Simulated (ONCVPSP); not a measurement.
# Si: one change to an ONCV potential, before and after

| Property | Result |
| --- | --- |
| Element | silicon (Si) |
| Generator | ONCVPSP 4.0.1 |
| Type | optimised norm-conserving Vanderbilt (ONCV) |
| Functional | PBEsol |
| Relativity | scalar-relativistic |
| Frozen core | [Ne] |
| Valence charge | 4 |
| Reference configuration | 3s1 (charge +3) |
| Partial waves | 3s: rc 1.35 bohr, ncon 3, nbas 6, qcut 6.3 1/bohr, 2 projectors, debl 0.3 Ha; p scattering state at 0.18 Ha: rc 1.35 bohr, ncon 3, nbas 8, qcut 5.2 1/bohr, 2 projectors, debl 3 Ha; d scattering state at 0.05 Ha: rc 1.15 bohr, ncon 3, nbas 6, qcut 8.7 1/bohr, 2 projectors, debl 1.9 Ha |
| Local potential | polynomial inside 0.80 bohr (lpopt 1, dvloc0 0 Ha) |
| Core correction | Teter function, fcfact 2.75, rcfact 1.8 |

In the s channel the program set the typed energies aside and used -1.446, 0.250 Ha. In the p channel the program set the typed energies aside and used 0.050, 3.050 Ha.

Change: core correction Teter function, fcfact 2.75, rcfact 1.16.

Cutoffs: the cutoffs (Ha) at which the residual kinetic energy of the hardest occupied pseudo-wave falls to 1 and 0.1 mHa per electron; they do not see the model core or the augmentation charge, which bear on the density cutoff. Errors are all-electron minus pseudo energies relative to the spin-unpolarised reference configuration.

Q: How do hardness, ghosts and transferability respond?

A: The potential gets neither clearly harder nor softer (11 Ha and 33 Ha → 11 Ha and 33 Ha); both files keep a bound ghost (s); of the 4 tests that both files solve, the error grows in 0 and shrinks in 4 by more than 15 % and 0.3 meV (median size 300.7 → 105.3 meV). A model core, the more so a compact one, raises the density cutoff, which this test does not measure.

| quantity | base | changed |
| --- | --- | --- |
| cutoff, loose | 11 Ha | 11 Ha |
| cutoff, tight | 33 Ha | 33 Ha |
| bound ghosts | s | s |
| GHOST(+) flags under 300 eV | none | none |
| error for 3s2 3p2, meV [ΔE -57.58 eV] | -427 | +130 |
| error for 3s2 3p1, meV [ΔE -49.86 eV] | -302 | +81 |
| error for 3s2, meV [ΔE -33.90 eV] | -150 | +3.9 |
| error for 3s1 3p3, meV [ΔE -50.78 eV] | -299 | +210 |
| s: phases at 1.37 bohr within 0.05 rad from the reference energy up to (Ha; the scan ends near 5) | to the end of the scan | to the end of the scan |
| p: phases at 1.37 bohr within 0.05 rad from the reference energy up to (Ha; the scan ends near 5) | to the end of the scan | to the end of the scan |
| d: phases at 1.17 bohr within 0.05 rad from the reference energy up to (Ha; the scan ends near 5) | to the end of the scan | to the end of the scan |
| rms error of d²Exc/dni dnj with the model core, mHa | 19.85 | 6.39 |

 A true bound ghost makes a file unfit for plane-wave use even where its test errors are small: the radial tests pick states by their node count and pass the ghost by.
